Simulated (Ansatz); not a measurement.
Program: Ansatz 0.2.0.

A structure relaxed at PBE0-D4/def2-TZVP, charge 0, multiplicity 1:

```xyz
9

F     0.6475   -2.3695   -0.1504
Si    0.7580   -0.8009   -0.1071
F     2.3108   -0.5390   -0.0182
N    -0.2880    0.0582    0.9061
C    -0.7915    0.7290   -0.2981
O    -0.0458   -0.0015   -1.2949
H    -0.1838    0.5586    1.7699
H    -0.5463    1.7944   -0.3460
H    -1.8608    0.5707   -0.4612
```

(1) Give its formula and SMILES.

(2) Summarise the bond lengths by kind.

Answers

(1) CH3F2NOSi, `F[Si]1(F)NCO1`.

(2) 2 × F–Si 1.573 to 1.577 Å; 1 × N–Si 1.691 Å; 1 × O–Si 1.642 Å; 1 × C–N 1.467 Å; 1 × H–N 1.004 Å; 1 × C–O 1.443 Å; 2 × C–H 1.093 to 1.094 Å.
